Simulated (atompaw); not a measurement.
## Fe (Z = 26): one change to a PAW (atompaw) potential, before and after

iron (Fe), PAW, made with atompaw 4.2.0.5 (PBE, scalar-relativistic). Core [Ne] 3s2, reference 3p6 3d6 4s2 4p0. Waves: 4s (bound): rc 1.75 bohr; 4s channel at 0.25 Ry: rc 1.75 bohr; 3p (bound): rc 1.30 bohr; 4p (bound, empty): rc 1.75 bohr; 3d (bound): rc 1.75 bohr; 3d channel at 2.5 Ry: rc 1.70 bohr. Local part: bessel scheme, radius 1.20 bohr. Core correction: smooth core density matched at 1.40 bohr. Augmentation charge: sinc compensation charge, radius 1.30 bohr; PAW radius 1.75 bohr; waves and projectors: custom polynom vanderbiltortho.

Change: augmentation sinc compensation charge, radius 1.30 bohr; PAW radius 1.75 bohr; waves and projectors: custom polynom2 7 10 vanderbiltortho.

Cutoffs: the cutoffs (Ry, on a coarse ladder) from which the occupation-weighted sum of valence levels, in a spherical-Bessel basis at the reference potential, stays within 10 and 1 mRy of its value at 400 Ry; they do not see the model core or the augmentation charge, which bear on the density cutoff.

Q: What does the change do?

A: Both files keep a bound ghost (s); the range in which the p phases agree narrows (upper end at the end of the scan → 2.0).

| quantity | base | changed |
| --- | --- | --- |
| cutoff, loose | 70 Ry | 200 Ry |
| cutoff, tight | 90 Ry | over 300 Ry |
| loose cutoff by channel (10 mRy a level) | s 12 Ry, p 40 Ry, d 30 Ry | s 12 Ry, p 30 Ry, d 21 Ry |
| bound ghosts | s | s |
| s: phases at 1.76 bohr within 0.05 rad from the reference energy up to (Ry; the scan ends near 5) | to the end of the scan | to the end of the scan |
| p: phases at 1.76 bohr within 0.05 rad from the reference energy up to (Ry; the scan ends near 5) | to the end of the scan | 2.0 |
| d: phases at 1.76 bohr within 0.05 rad from the reference energy up to (Ry; the scan ends near 5) | 4.3 | 4.0 |
| lowest overlap eigenvalue by channel | s 0.64, p 0.59, d 1.00 | s 0.61, p 0.73, d 0.96 |

 A true bound ghost makes a file unfit for plane-wave use even where its test errors are small: the radial tests pick states by their node count and pass the ghost by. The cutoffs see the waves, projectors and local potential, not the compensation charge or the core.
